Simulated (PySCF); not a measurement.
Species: C5H7NO2Si.
Numbering: `[H]/[N:1]=[C:2](/[CH2:3][C:4]#[C:5][SiH3:6])[C:7](=[O:8])[OH:9]` (hydrogens: H10 on N1; H11, H12 on C3; H13, H14, H15 on Si6; H16 on O9)

Structure used (GFN2-xTB), in Å, numbered top down from 1:
```xyz
16
C5H7NO2Si angstrom
N     -1.886   -1.486   -1.129
C     -1.374   -1.056   -0.066
C     -0.079   -1.614    0.446
C      0.943   -0.589    0.315
C      1.765    0.282    0.188
Si     3.048    1.600    0.022
C     -1.968    0.036    0.798
O     -1.702    0.217    1.957
O     -2.865    0.770    0.130
H     -2.751   -1.029   -1.412
H      0.193   -2.496   -0.136
H     -0.187   -1.870    1.503
H      4.067    1.136   -0.922
H      3.635    1.843    1.342
H      2.389    2.807   -0.482
H     -3.238    1.459    0.702
```

Computed with TDDFT CAM-B3LYP/def2-SVPD, vertical, gas phase, core orbitals frozen in the response in PySCF 2.14.0, density-fitted response routines. GFN2-xTB frequencies show an imaginary mode (29i cm⁻¹), so this geometry is no minimum at that level.

Computed states:

```csv
state,E (eV),f
S1,4.17,0.0039
S2,5.42,0.0001
S3,5.62,0.037
S4,5.80,0.0046
S5,6.27,0.0001
S6,6.48,0.0049
S7,6.48,0.0054
S8,7.18,0.044
```

Each state is given a Gaussian of 0.3 eV full width at half maximum, with ε(max) = 2.175×10⁸ f / Δν̃ (Δν̃ the width in cm⁻¹). The width is an assumption, not a result. The curve ends short of the highest state used, and states not computed would add to its high-energy end.

**Question.** What does the envelope look like, and where are its maxima?

**Answer.** 
λ (nm), ε (L mol⁻¹ cm⁻¹) and a bar:
```
    188.4        672 ######
    193.4        797 #######
    198.4        184 ##
    203.3         44 
    208.3        328 ###
    213.3       1521 ##############
    218.3       3291 ##############################
    223.3       2921 ###########################
    228.3       1076 ##########
    233.3        182 ##
    238.2         17 
    243.2          1 
    248.2          0 
    253.2          0 
    258.2          0 
    263.2          0 
    268.2          1 
    273.2          6 
    278.1         29 
    283.1         94 #
    288.1        208 ##
    293.1        317 ###
    298.1        347 ###
    303.1        283 ###
    308.1        176 ##
    313.0         87 #
    318.0         34 
    323.0         11 
    328.0          3 
    333.0          1
```

Maxima: 297 nm (4.17 eV), ε about 350, made up of S1 (100%); 220 nm (5.63 eV), ε about 3500, made up of S3 (95%); 191 nm (6.48 eV), ε about 920, made up of S6 (47%) and S7 (52%) (ε in L mol⁻¹ cm⁻¹; maxima over ε = 5, shares over 10%).

**Question.** What would ε be at 5.63 eV, the highest of these maxima, with half the width (0.15 eV)?

**Answer.** About 6670 L mol⁻¹ cm⁻¹ against 3500, a factor of about 1.9; a lone state at its own centre would give exactly 2.

**Question.** On this curve, what absorbance would a 10⁻⁵ mol/L sample give at 280 nm over a 1 cm path?

**Answer.** 280 nm is 4.428 eV, where ε is about 47 L mol⁻¹ cm⁻¹, so A = ε c l ≈ 0.00047 (Beer–Lambert, with the gas-phase spectrum and the assumed width).

**Question.** Coming from long wavelengths, where does ε first pass 100 L mol⁻¹ cm⁻¹?

**Answer.** At about 312 nm (3.97 eV), 0.20 eV below S1.

One conformer stands for the species.
